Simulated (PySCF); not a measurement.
Si(CCH)3(OMe), SMILES C#C[Si](C#C)(C#C)OC (C7H6OSi) (GFN2-xTB optimised geometry):

```
15

C     -2.200    -2.148    -2.484
C     -1.852    -1.523    -1.519
Si    -1.329    -0.586     0.000
C     -2.004     1.133     0.000
C     -2.415     2.261    -0.051
C      0.531    -0.586     0.000
C      1.732    -0.605     0.022
O     -1.956    -1.208     1.366
C     -1.812    -2.475     1.922
H     -2.503    -2.688    -3.335
H     -2.784     3.245    -0.077
H      2.784    -0.613     0.034
H     -0.764    -2.682     2.153
H     -2.396    -2.505     2.844
H     -2.179    -3.245     1.238
```

Calculation: PBE0/def2-TZVP (PySCF).

Q: What are the frontier orbital energies and the dipole moment?

A: HOMO-2 -8.28 eV, HOMO-1 -8.23 eV, HOMO -8.18 eV, LUMO -1.03 eV, LUMO+1 -0.37 eV; dipole moment 1.10 D.

On the same geometry PySCF with PBE/def2-TZVP gives HOMO-2 -7.04 eV, HOMO-1 -6.97 eV, HOMO -6.87 eV, LUMO -1.93 eV, LUMO+1 -1.31 eV; dipole moment 1.03 D.

Meta-Löwdin charges at PBE0/def2-TZVP: C1 -0.14, C2 -0.31, Si3 1.16, C4 -0.29, C5 -0.14, C6 -0.31, C7 -0.14, O8 -0.60, C9 -0.12, H10 0.18, H11 0.18, H12 0.18, H13 0.11, H14 0.13, H15 0.11.
